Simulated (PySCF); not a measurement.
# What a mistake does to a calculation on AlGeH5OSi

All numbers below are calculated, not measured. They come from PySCF 2.14.0, an open-source quantum chemistry program, on an isolated molecule that a program drew, which may never have been made. The molecule is AlGeH5OSi (charge 0, singlet), drawn as the SMILES string `[AlH2][O][SiH2][GeH]`.

Each row is a Hartree-Fock (HF) and frozen-core CCSD(T) single point in the cc-pV(D+d)Z basis, meant for a local HF minimum. Run 1 is clean. Each other run has one planted mistake out of seven kinds, and not every kind appears here: one electron removed, one electron added, multiplicity raised by two, geometry at a saddle point, minimal basis STO-3G, one bond length entered in bohr, all coordinates scaled. The reference is restricted for singlets and unrestricted otherwise, and also for a bond in bohr. Adding or removing an electron swaps singlet and doublet. Electrons count all cores. HOMO and LUMO are orbital energies over both spins, the gradient is its largest component, and the lowest frequency (negative if imaginary) is given only where the gradient is small. Bond lengths are over the 8 bonds as drawn. T1 is the CCSD diagnostic: over 0.02 (restricted) or 0.045 (unrestricted) a single reference is doubtful. Germanium has the cc-pVDZ-PP basis, with a core potential (ECP10MDF) in place of its 10 inner electrons, and its 3s, 3p and 3d shells are frozen in CCSD(T).

Geometry of the clean run:
```xyz
9
AlGeH5OSi, angstrom
Al    0.8705    1.4104    2.6456
O    -0.1222    0.4976    1.6381
Si   -1.0839   -0.3125    0.5874
Ge   -0.0931   -0.7733   -1.6356
H     2.2200    0.7711    3.1427
H     0.4135    2.8605    3.0506
H    -1.5136   -1.5863    1.2196
H    -2.3218    0.4725    0.3176
H     0.9560    0.4084   -1.5084
```

```
run,electrons,basis functions,<S^2>,HOMO (eV),LUMO (eV),gradient (hartree/bohr),lowest frequency (cm^-1),mean bond (Å),longest bond (Å),T1,HF (hartree),CCSD(T) (hartree),mistake
1,72,108,0.000,-8.35,0.06,1.7e-05,34,1.6884,2.477,0.0149,-902.06561,-902.55089,no fault
2,73,108,0.762,-1.42,4.59,4.4e-02,-,1.6884,2.477,0.0176,-902.08966,-902.58696,one electron added
3,72,108,1.162,-8.06,0.34,9.5e-03,-,1.8542,2.817,0.0464,-901.96909,-902.44027,one bond length entered in bohr
4,72,108,0.000,-8.40,-0.08,2.9e-02,-,1.8117,2.658,0.0172,-902.02906,-902.52479,?
```

**Which mistake was planted in run 4, and what did it cost?**

The mean and the longest bond both change by the same factor, 1.073, and the gradient is no longer small. So the mistake is: all coordinates scaled. Subtracting run 1 and multiplying by 627.51 kcal/mol a hartree, the energy moved by 22.9 kcal/mol in HF and 16.4 kcal/mol in CCSD(T).

Cautions from the logs. Run 3: T1 is over the limit, so its CCSD(T) energy is less reliable.
